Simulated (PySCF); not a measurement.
AsH5Si.

```xyz
7

Si    -1.5768     0.0049     0.0000
As     0.8061    -0.0618     0.0000
H     -2.0636    -0.7186     1.2149
H     -2.0636    -0.7186    -1.2149
H     -2.1411     1.3892     0.0000
H      0.8721     1.0098     1.0994
H      0.8721     1.0098    -1.0994
```

Geometry: PBE-D3(BJ)/def2-TZVP.

These are PBE0/pcSseg-2 run with PySCF values and carry that method's errors. Non-relativistic, no solvent.

**Question.** Give the absolute GIAO shielding of each atom: isotropic value and principal components (ppm). (The exact figures need the calculation; the answer reports its results.)

**Answer.** 
| atom | σ(iso) | σ11 | σ22 | σ33 | span |
|---|---|---|---|---|---|
| Si1 | 420.0 | 395.7 | 413.9 | 450.6 | 54.9 |
| As2 | 1965.2 | 1851.7 | 1908.3 | 2135.4 | 283.7 |
| H3 | 27.2 | 23.9 | 24.9 | 32.8 | 8.9 |
| H4 | 27.2 | 23.9 | 24.9 | 32.8 | 8.9 |
| H5 | 26.9 | 23.1 | 24.9 | 32.7 | 9.6 |
| H6 | 29.1 | 22.4 | 23.8 | 41.0 | 18.6 |
| H7 | 29.1 | 22.4 | 23.8 | 41.0 | 18.6 |
